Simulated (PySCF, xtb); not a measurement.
SrF2, SMILES [F][Sr][F].

GFN2-xTB (xtb 6.7.1) at its own geometry gives an orbital gap of 1.82 eV and a dipole moment of 6.84 D.

Geometry optimised at B3LYP-D3(BJ)/def2-TZVP. The isomer is the one that the SMILES or the coordinates give; other isomers of the formula were not compared. The def2 effective core potentials stand for the cores of Sr; spin–orbit coupling is left out.

Q: What does HF/def2-TZVPD (PySCF) give? (The exact figures need the calculation; the answer reports its results.)

A: gap 13.05 eV (levels -13.41 and -0.37 eV), dipole 6.67 D.
